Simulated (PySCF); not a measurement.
## Telling isomers of C4H8ClFSi2 apart by NMR

Method: shielding tensors at PBE0/pcSseg-1 (GIAO), GFN2-xTB geometry, in PySCF 2.14.0 with density-fitted response routines (isolated molecule, non-relativistic Hamiltonian, rapidly exchanging positions averaged, one computed conformer).

δ = σ(ref) − σ, references computed at the same level: TMS for 1H (σ = 31.72 ppm) and 13C (σ = 186.93 ppm). Splittings of carbon signals by F and P are missing where no couplings were computed. Where no couplings were computed, multiplicities follow the n + 1 count of equivalent neighbours, and m marks all less simple cases (inequivalent or close neighbours, rings, F or P nearby). Shifts are as computed. Against solution values, carbons near 30 ppm lie about +3 ppm off and those near 130 ppm about +5 ppm; carbons on Cl a further +6 ppm. Of 1309 compounds with measured shifts, 239 miss one by over three times the rms of a fit or turn the order of signals round; such compounds aren't used in these exercises. Carbons bonded to Cl come out too deshielded.

(1) Tabulate the signals of `F[SiH2][SiH2]C1=C(Cl)CC1`, `C=C[Si@@]1(Cl)C[SiH2][C@@H]1F` and their relative energies.

(2) What is the quickest way to tell F[SiH2][SiH2]C1=C(Cl)CC1 from C=C[Si@@]1(Cl)C[SiH2][C@@H]1F?

Answers

(1) 
```json
{"SMILES": "F[SiH2][SiH2]C1=C(Cl)CC1", "carbon types": "2×C 2×CH2", "δC": "158.6, 148.8, 42.1, 30.5", "δH": "5.86 (m, 2H), 4.23 (m, 2H), 2.92 (m, 2H), 2.43 (m, 2H)", "E rel. (kcal/mol)": "8.4"}
{"SMILES": "C=C[Si@@]1(Cl)C[SiH2][C@@H]1F", "carbon types": "2×CH 2×CH2", "δC": "144.0, 141.2, 96.8, 4.3", "δH": "6.56 (m, 1H), 6.45 (m, 1H), 6.24 (m, 1H), 5.80 (m, 1H), 4.84 (m, 1H), 4.75 (m, 1H), 0.93 (m, 1H), 0.64 (m, 1H)", "E rel. (kcal/mol)": "0.0"}
```

Energies are electronic energies at PBE0/pcSseg-1 on these geometries, without zero-point or thermal terms, each for the one conformer computed, which needn't be the lowest.

(2) Both give the same number of carbon signals, but DEPT or the intensities differ. The first has a fully substituted alkene carbon (C) at 158.6 ppm, the second a terminal =CH2 carbon at 144.0 ppm. In the proton spectra the most deshielded non-exchanging signals are 5.86 (m, 2H) and 6.56 (m, 1H).
